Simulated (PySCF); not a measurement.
SMILES C=C[CH2-] (C3H5 (anion, charge -1)), singlet at its PBE/def2-SVP optimised geometry (Å):

```
8

C      1.4316    -0.5303     0.0000
C      0.0284    -0.5303     0.0000
C     -0.9394     0.4858     0.0000
H      2.0168     0.4090     0.0000
H      2.0020    -1.4751     0.0009
H     -0.4119    -1.5575     0.0002
H     -2.0168     0.2468    -0.0012
H     -0.6634     1.5575    -0.0009
```

Computed with PBE/def2-TZVPD (PySCF 2.14.0). Cells within 0.4 Å of a nucleus heavier than hydrogen are left out (blank, or x).

Map of the electrostatic potential (hartree/e), clipped to [-0.20, 0.09] on the plane z = 0.0 Å:

```
|433333333333333333333333344|
|333333333222222233333333333|
|333333222222222222233333333|
|333332222222222222222333333|
|333222222111111222222223333|
|333222111111111111222222333|
|332221111122211111112222233|
|322211100148621001111222223|
|322211000299930000111122223|
|322111001499930000111112222|
|222111124999920001353211222|
|2221125999xx951003999211122|
|2221239999xx995349999211122|
|222223999999999999996101122|
|2222123545999xx99xx93000112|
|3222111101399xx99xx93000112|
|322211100029999999995101122|
|322221110149997459999211122|
|332221111149992114999211122|
|332222111136841001464211222|
|333222211122211001122112222|
|333322222211111111111222223|
|333332222222111111112222233|
|333333222222222222222222333|
|333333332222222222222223333|
|433333333322222222222333333|
|443333333333333333333333333|
```
Scale: ten equal steps from -0.201 (start of '0') to 0.089 (end of '9'), in the order '0123456789'; x runs from -4.50 to 4.50, y from -4.50 (bottom) to 4.50 (top).
